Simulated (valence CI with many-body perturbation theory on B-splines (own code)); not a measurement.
## Energy levels of La XVIII

Computed by valence CI with perturbative core correlation (CI+MBPT): four valence electrons over a frozen Dirac-Fock core [Kr], radial functions for each j: 7 s, 7 p, 8 d, 6 f, 4 g, 1 h, with the one-electron correlation potential Σ1, the two-electron term Σ2, the three-electron term Σ3, Breit, model QED; selected CI, second order for the rest, scaled by the run's own slope (own B-spline code, finite nucleus).

No measured levels were compared; by estimate terms of the open shell hold to 2 to 4 % of their energy, and close levels can change places. Only levels of the ground parity were solved; by the run's estimate the other parity begins above the list, which can be wrong where configurations are misplaced.

Levels 1 to 32 of 32, with energies above the lowest level, (4d3/2^4) J=0. "Leading %" is the weight of the configuration and term that name the level; weights of strongly mixed levels are sums over their largest components and can fall short, so below about 35 % the name and the second component can differ from the true leading terms, or belong to a minority configuration. In the jj column 3d3/2^4 stands for four electrons in 3d with j = 3/2.

| No. | Configuration | Term | J | E (eV) | Leading % | Second component | Leading jj |
| --- | --- | --- | --- | --- | --- | --- | --- |
| 1 | 4d⁴ | ⁵D | 0 | 0.000 | 58 | 38 % 4d⁴ ³P | 4d3/2^4 (81 %) |
| 2 | 4d⁴ | ⁵D | 1 | 1.751 | 81 | 18 % 4d⁴ ³P | 4d3/2^3 4d5/2 (87 %) |
| 3 | 4d⁴ | ⁵D | 2 | 3.101 | 88 | 4 % 4d⁴ ³P | 4d3/2^2 4d5/2^2 (53 %) |
| 4 | 4d⁴ | ⁵D | 3 | 4.048 | 80 | 11 % 4d⁴ ³F | 4d3/2^2 4d5/2^2 (47 %) |
| 5 | 4d⁴ | ⁵D | 4 | 4.479 | 51 | 28 % 4d⁴ ³F | 4d3/2^3 4d5/2 (64 %) |
| 6 | 4d⁴ | ³P | 0 | 6.385 | 43 | 40 % 4d⁴ ⁵D | 4d3/2^2 4d5/2^2 (77 %) |
| 7 | 4d⁴ | ³H | 4 | 6.673 | 52 | 27 % 4d⁴ ⁵D | 4d3/2^2 4d5/2^2 (60 %) |
| 8 | 4d⁴ | ³G | 3 | 7.745 | 63 | 18 % 4d⁴ ³F | 4d3/2^2 4d5/2^2 (52 %) |
| 9 | 4d⁴ | ³F | 2 | 8.060 | 58 | 19 % 4d⁴ ¹D | 4d3/2^2 4d5/2^2 (55 %) |
| 10 | 4d⁴ | ³H | 5 | 8.256 | 74 | 26 % 4d⁴ ³G | 4d3/2^2 4d5/2^2 (98 %) |
| 11 | 4d⁴ | ³P | 1 | 8.573 | 70 | 17 % 4d⁴ ³D | 4d3/2^2 4d5/2^2 (73 %) |
| 12 | 4d⁴ | ³H | 6 | 8.940 | 68 | 32 % 4d⁴ ¹I | 4d3/2^2 4d5/2^2 (92 %) |
| 13 | 4d⁴ | ³G | 4 | 9.742 | 65 | 21 % 4d⁴ ¹G | 4d3/2^2 4d5/2^2 (83 %) |
| 14 | 4d⁴ | ³D | 2 | 10.049 | 45 | 36 % 4d⁴ ³P | 4d3/2^2 4d5/2^2 (83 %) |
| 15 | 4d⁴ | ³D | 3 | 10.351 | 44 | 40 % 4d⁴ ³F | 4d3/2^2 4d5/2^2 (70 %) |
| 16 | 4d⁴ | ³F | 4 | 10.624 | 46 | 19 % 4d⁴ ³H | 4d3/2 4d5/2^3 (54 %) |
| 17 | 4d⁴ | ³F | 3 | 11.593 | 44 | 26 % 4d⁴ ³G | 4d3/2 4d5/2^3 (80 %) |
| 18 | 4d⁴ | ³P | 2 | 12.274 | 37 | 34 % 4d⁴ ¹D | 4d3/2 4d5/2^3 (48 %) |
| 19 | 4d⁴ | ³G | 5 | 12.317 | 74 | 26 % 4d⁴ ³H | 4d3/2 4d5/2^3 (98 %) |
| 20 | 4d⁴ | ³D | 1 | 12.735 | 80 | 14 % 4d⁴ ³P | 4d3/2 4d5/2^3 (80 %) |
| 21 | 4d⁴ | ¹I | 6 | 12.838 | 68 | 32 % 4d⁴ ³H | 4d3/2 4d5/2^3 (92 %) |
| 22 | 4d⁴ | ³F | 4 | 14.084 | 46 | 41 % 4d⁴ ¹G | 4d3/2^2 4d5/2^2 (62 %) |
| 23 | 4d⁴ | ³P | 2 | 14.421 | 51 | 22 % 4d⁴ ³D | 4d3/2^2 4d5/2^2 (58 %) |
| 24 | 4d⁴ | ¹S | 0 | 14.534 | 69 | 30 % 4d⁴ ³P | 4d3/2 4d5/2^3 (82 %) |
| 25 | 4d⁴ | ¹F | 3 | 15.132 | 56 | 24 % 4d⁴ ³D | 4d3/2 4d5/2^3 (84 %) |
| 26 | 4d⁴ | ³P | 2 | 15.907 | 49 | 37 % 4d⁴ ³F | 4d3/2^2 4d5/2^2 (55 %) |
| 27 | 4d⁴ | ³F | 4 | 17.437 | 53 | 34 % 4d⁴ ¹G | 4d5/2^4 (66 %) |
| 28 | 4d⁴ | ³F | 3 | 17.877 | 75 | 22 % 4d⁴ ¹F | 4d3/2 4d5/2^3 (97 %) |
| 29 | 4d⁴ | ³F | 2 | 17.971 | 39 | 37 % 4d⁴ ¹D | 4d5/2^4 (48 %) |
| 30 | 4d⁴ | ³P | 1 | 18.058 | 96 |  | 4d3/2 4d5/2^3 (93 %) |
| 31 | 4d⁴ | ³P | 0 | 18.880 | 78 | 20 % 4d⁴ ¹S | 4d3/2^2 4d5/2^2 (52 %) |
| 32 | 4d⁴ | ¹G | 4 | 18.968 | 70 | 24 % 4d⁴ ³F | 4d3/2 4d5/2^3 (84 %) |

The ionisation energy to 4d³ ⁴F3/2 of the next ion comes out as 465.72 eV (NIST: 464 ± 3 eV (theoretical)). All 32 levels together are meant to be complete up to 19.638 eV.
